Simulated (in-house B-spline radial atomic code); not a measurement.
Configurations of S, with energies counted from [Ne] 3s2 3p4. Computed with a radial B-spline atomic code at the basis-set limit: non-relativistic LC-wPBE, spin-polarised, spherical fractional occupations, exact exchange averaged over the configuration, point nucleus. Shells without spins written out take the highest spin.

Occupations are held fixed; configurations that lie above the ionisation limit could autoionise.

```tsv
configuration	E - E(ref) (eV)	highest orbital	its <r> (bohr)
[Ne] 3s2 3p3 4s1	6.7136	4s up	5.815
[Ne] 3s2 3p3 3d1	8.4237	3d up	6.589
[Ne] 3s2 3p3 4f1	9.4528	4f up	17.28
```

(1) Order these further configurations by energy, lowest first.
A. [Ne] 3s1 3p4 4d1
B. [Ne] 3s1 3p4 4p1
C. [Ne] 3s2 3p3 4p1
D. [Ne] 3s2 3p3 4d1

Answers

(1) C (7.874 eV), D (9.2434 eV), B (18.445 eV), A (19.798 eV).
